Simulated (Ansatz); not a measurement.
```xyz
4

Li    1.0937    0.0329    0.0149
Li   -1.0713    0.0622   -0.0253
F     0.0298    1.3614    0.0337
F    -0.0313   -1.3362   -0.0308
```

Basis set: 6-31G (spherical functions). Correlated methods keep 2 orbitals frozen. Charge 0, multiplicity 1.

Computed with Ansatz (development build ahead of 0.2.0); each method stands on the lowest determinant of its kind that the runs found. Restricted open shells among the atoms or ions are ROHF, correlated in semicanonical orbitals with singles.

The atomization energy at this shape (free ground-state atoms in the same class of orbitals less the molecule, no zero-point energy) of singlet Li₂F₂:

```csv
method,atomization energy
RHF,235.55 kcal/mol
```

(1) What does RHF-MP2 give?

Answers

(1) 304.39 kcal/mol.

This basis has no polarisation functions and is too small for such energies, which can lie far from measured ones in either direction.
